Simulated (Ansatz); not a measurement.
Process, species as SMILES: F[SiH2]N[SiH3] -> F[SiH2] + [NH][SiH3] (the N-Si bond at the site shown breaks; other sites are not compared here)
Structures are relaxed separately at B3LYP-D3(BJ)/def2-TZVP in Ansatz (a program for electronic structure), one conformer each, not searched for the lowest.

Wanted: bond dissociation energy (electronic energy difference), in kcal/mol. Correlated levels leave the core frozen unless marked. Open shells are spin-unrestricted. Spin-orbit coupling is left out. Non-relativistic unless marked X2C. CBS marks a two-point X^-3 extrapolation of the correlation energy; Hartree-Fock from the larger set. [CCSD(T)-MP2]/basis is that difference in the basis named.

```json
[
 {"level": "HF/6-31G*", "program": "Ansatz", "bond dissociation energy (kcal/mol)": "94.3"}
]
```

Question: Predict the RI-MP2/CBS(aug-cc-pV(T+d)Z,aug-cc-pV(Q+d)Z)+[CCSD(T)-MP2]/aug-cc-pV(T+d)Z result (Ansatz).

Answer: 124.2 kcal/mol, so HF/6-31G* differs from it by -29.9 kcal/mol.
